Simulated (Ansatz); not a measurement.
Cartesian coordinates in Å:
```
C -1.815 2.843 -1.006
C -1.773 1.375 -0.619
C -0.399 0.757 -0.822
C -0.329 -0.747 -0.562
C 1.029 -1.327 -0.962
C 2.147 -0.921 -0.009
C 1.810 -1.294 1.429
C 0.466 -0.715 1.851
C -0.638 -1.132 0.887
H -1.552 2.981 -2.058
H -2.808 3.272 -0.852
H -1.106 3.427 -0.412
H -2.079 1.270 0.427
H -2.510 0.816 -1.208
H -0.083 0.938 -1.858
H 0.326 1.290 -0.197
H -1.092 -1.213 -1.200
H 0.956 -2.421 -0.969
H 1.275 -1.025 -1.985
H 2.318 0.160 -0.073
H 3.085 -1.396 -0.313
H 1.769 -2.387 1.514
H 2.601 -0.958 2.106
H 0.536 0.378 1.888
H 0.215 -1.039 2.865
H -1.598 -0.712 1.201
H -0.752 -2.222 0.936
```

Total charge 0; spin multiplicity 1.

Question: List the B3LYP/def2-TZVPP orbital energies in eV (the Gaussian-basis code of Ansatz). (Estimate.)

Answer: Ansatz gave: Occupied: -276.58, -276.51, -276.44, -276.44, -276.43, -276.40, -276.40, -276.40, -276.37, -22.85, -21.46, -20.22, -20.11, -18.31, -16.58, -16.30, -15.84, -14.36, -13.28, -12.66, -12.09, -11.93, -11.79, -11.00, -10.75, -10.56, -10.26, -9.90, -9.77, -9.33, -9.13, -8.95, -8.77, -8.23, -8.01, -7.92. Lowest empty: 0.75, 1.10, 1.37, 1.64, 1.92, 2.22, 2.31, 2.62.

B3LYP here is the variant with VWN-RPA as its local correlation; programs differ in this.
